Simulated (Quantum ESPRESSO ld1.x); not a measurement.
Ar3+, configuration [Ne] 3s2 3p2 5d1 (not the ground configuration). All-electron calculation, scalar-relativistic Kohn-Sham, LDA (Slater exchange, Perdew-Zunger correlation), spin-polarised, spherical densities, point nucleus; open shells are filled with parallel spins first. Program: ld1.x of Quantum ESPRESSO 7.5.

Normalised radial functions P(r) = r R(r), r in bohr:

```
   r/bohr * 2s down, o 2p down (the largest magnitude, 1.62, reaches the edge; | marks zero, & curves that meet)
 0.003719                             o  *
  0.00492                             o  *
 0.006563                             o   *
 0.008683                             o    *
  0.01158                             o      *
  0.01545                             |o      *
  0.02044                             |o        *
  0.02726                             | o        *
  0.03636                             |  o         *
   0.0481                             |    o       *
  0.06416                             |      o   *
  0.08489                             |       *  o
   0.1132                             |*             o
    0.151                     *       |                   o
   0.1998           *                 |                       o
   0.2665    *                        |                         o
   0.3554  *                          |                        o
   0.4703      *                      |                   o
   0.6273              *              |            o
     0.83                      *      |      o
    1.107                           * | o
    1.476                             *o
    1.954                             &
    2.606                             &
    3.447                             &
    4.598                             &
    6.133                             &
    8.114                             &
    10.82                             &
    14.43                             &
     19.1                             &
```

2s down: eigenvalue -358.09 eV, 1 radial node at r = 0.117 bohr, <r> = 0.414 bohr, 90 % of the charge inside 0.646 bohr. 2p down: eigenvalue -292.29 eV, 0 radial nodes, <r> = 0.375 bohr, 90 % of the charge inside 0.621 bohr.
